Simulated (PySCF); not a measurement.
Ga(H)(Me)2(py), C7H12GaN, singlet (GFN2-xTB optimised geometry):

```
21

Ga    -2.270    -1.256     0.000
H     -2.408    -1.969    -1.391
C     -2.578     0.745     0.000
H     -2.193     1.204     0.918
H     -3.643     0.992    -0.047
H     -2.099     1.256    -0.842
C     -2.758    -2.361     1.623
H     -2.167    -3.280     1.709
H     -3.807    -2.671     1.587
H     -2.637    -1.804     2.561
C      2.568    -0.995    -0.054
C      1.835    -0.996    -1.232
C      0.461    -1.130    -1.156
N     -0.177    -1.256     0.000
C      0.517    -1.247     1.130
C      1.894    -1.120     1.151
H      3.643    -0.896    -0.075
H      2.321    -0.896    -2.190
H     -0.175    -1.142    -2.034
H     -0.068    -1.345     2.036
H      2.427    -1.121     2.089
```

Calculation: CAM-B3LYP/def2-SVP (PySCF 2.14.0).

Q: What are the frontier orbital energies and the dipole moment?

A: HOMO-2 -9.79 eV, HOMO-1 -8.07 eV, HOMO -7.90 eV, LUMO -0.64 eV, LUMO+1 -0.08 eV; dipole moment 6.49 D.

On the same geometry PBE/def2-SVP in PySCF 2.14.0 gives HOMO-2 -7.14 eV, HOMO-1 -5.48 eV, HOMO -5.39 eV, LUMO -2.69 eV, LUMO+1 -2.20 eV; dipole moment 6.22 D.

Meta-Löwdin charges at CAM-B3LYP/def2-SVP: Ga1 0.34, H2 -0.15, C3 -0.52, H4 0.08, H5 0.10, H6 0.09, C7 -0.52, H8 0.09, H9 0.10, H10 0.08, C11 -0.05, C12 -0.11, C13 0.05, N14 -0.12, C15 0.04, C16 -0.11, H17 0.12, H18 0.12, H19 0.13, H20 0.13, H21 0.12.
